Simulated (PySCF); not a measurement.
Mayer bond orders and bond lengths

Compound: C₅H₅Cl₃Si.
Numbering: `[Cl:1][C:2]([Cl:3])([Cl:4])[C:5]1=[CH:6][SiH2:7][CH:8]=[CH:9]1` (hydrogens: H10 on C6; H11, H12 on Si7; H13 on C8; H14 on C9)

Structure used (PBE0-D3(BJ)/def2-SVP), in Å, numbered top down from 1:
```xyz
14
C5H5Cl3Si angstrom
Cl     1.8774    0.2200    1.5871
C      1.3106   -0.3485   -0.0123
Cl     1.7527   -2.0734   -0.1915
Cl     2.1336    0.5819   -1.2733
C     -0.1903   -0.2236   -0.0650
C     -0.8841    0.5233   -0.9475
Si    -2.7012    0.3006   -0.5370
C     -2.3183   -0.8539    0.8852
C     -0.9790   -0.9821    0.9454
H     -0.3897    1.1115   -1.7209
H     -3.3747    1.5727   -0.1364
H     -3.4822   -0.3263   -1.6457
H     -2.9799   -1.3716    1.5821
H     -0.4539   -1.6002    1.6799
```

Bond orders from the PBE0/pcSseg-1 density (PySCF). Geometry: PBE0-D3(BJ)/def2-SVP; no solvent, vibrations or thermal averaging.

Problem. How far do the computed orders between heavy atoms stray from the drawn ones?

Solution. The largest departure is 0.186, at C2–C5 (drawn single, 0.814). Drawn single, order below 0.88: C2–C5 (0.814) and C6–Si7 (0.864).

Problem. Give the Mayer order of every bond between heavy atoms, beside its length.

Solution. 
```json
{"bond": "Cl1–C2", "drawn as": "single", "length (Å)": "1.789", "Mayer order": "1.066"}
{"bond": "C2–Cl3", "drawn as": "single", "length (Å)": "1.790", "Mayer order": "1.065"}
{"bond": "C2–Cl4", "drawn as": "single", "length (Å)": "1.770", "Mayer order": "1.068"}
{"bond": "C2–C5", "drawn as": "single", "length (Å)": "1.507", "Mayer order": "0.814"}
{"bond": "C5–C6", "drawn as": "double", "length (Å)": "1.348", "Mayer order": "1.848"}
{"bond": "C6–Si7", "drawn as": "single", "length (Å)": "1.876", "Mayer order": "0.864"}
{"bond": "Si7–C8", "drawn as": "single", "length (Å)": "1.871", "Mayer order": "0.905"}
{"bond": "C8–C9", "drawn as": "double", "length (Å)": "1.347", "Mayer order": "1.858"}
{"bond": "C9–C5", "drawn as": "single", "length (Å)": "1.489", "Mayer order": "1.024"}
```

Bonds between the same two heavy elements. C–Cl: all 3 within 0.02 of one another (1.065 to 1.068). C–C: lowest C2–C5 (0.814, 1.507 Å), highest C8–C9 (1.858, 1.347 Å). C–Si: lowest C6–Si7 (0.864, 1.876 Å), highest Si7–C8 (0.905, 1.871 Å).

Problem. And the bonds to hydrogen?

Solution. C–H: 0.94 to 0.96 (3 bonds); H–Si: 0.94 (2 bonds).

Problem. Sum the orders of all bonds at each heavy atom with more than one neighbour and set the sums beside the valence in the SMILES.

Solution. C2 4.013 (drawn 4), C5 3.686 (drawn 4), C6 3.647 (drawn 4), Si7 3.639 (drawn 4), C8 3.702 (drawn 4), C9 3.844 (drawn 4). Orders between atoms that aren't bonded are not in these sums.

The Mayer order sums products of elements of PS (density times overlap matrix) between the two atoms' basis functions, so it depends on the basis set.

These values come from a run that also computed NMR shieldings. Hardware: one thread, Arm Neoverse V2 (aarch64) (shared host). Cost: 27 s wall, 1.2 GiB resident at most.
